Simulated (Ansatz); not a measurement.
Ideal-gas functions of `F[Si](Cl)(Cl)O[SiH3]` at 500 K and 1 bar, from an Ansatz frequency run at PBE0-D4/def2-TZVP.

Molar mass 165.1 g/mol, point group Cs (symmetry number 1), electronic degeneracy 1, moments of inertia 296.624, 455.718, 553.472 u Å². Harmonic wavenumbers (cm⁻¹, unscaled): 19, 28, 58, 172, 209, 264, 306, 310, 465, 637, 681, 727, 732, 945, 954, 956, 971, 1169, 2246, 2251, 2264.

Use S(trans) = R[1.5 ln M + 2.5 ln T − 1.1517]; rotational temperatures θ = 24.2544 K / I; S(rot) = R[ln(√π/σ · √(T³/θAθBθC)) + 1.5]; for each mode x = 1.438777 ν̃/T, S = R[x/(eˣ − 1) − ln(1 − e⁻ˣ)] and H = RT x/(eˣ − 1); 1 cm⁻¹ = 0.0119627 kJ/mol; R = 8.31446 J/(mol·K).

By hand: the entropy, in J/(mol·K).

Translation 183.3. Rotation: θ = 0.0818, 0.0532, 0.0438 K, giving 130.3. Vibration, mode by mode: 32.48, 29.26, 23.21, 14.25, 12.67, 10.80, 9.64, 9.53, 6.49, 4.35, 3.94, 3.54, 3.50, 2.16, 2.12, 2.11, 2.04, 1.30, 0.10, 0.10, 0.09, in all 173.7. Electronic 0.0. Sum 487.3 J/(mol·K).

By hand: H − E and G − E in kJ/mol, counted from the electronic energy.

Zero-point energy ½ × 16364 × 0.0119627 = 97.9; thermal vibration 37.0; translation, rotation and pV give 4 RT = 16.6. H − E = 151.5 kJ/mol, and G − E = 151.5 − 500 × 487.3/1000 = -92.2 kJ/mol.

Vibration gives 36 % of the entropy, 84.9 J/(mol·K) of it from the modes under 150 cm⁻¹: soft modes count most, and the harmonic formula is weakest for them. The sum counts one conformer and one mirror image; others add a mixing term.
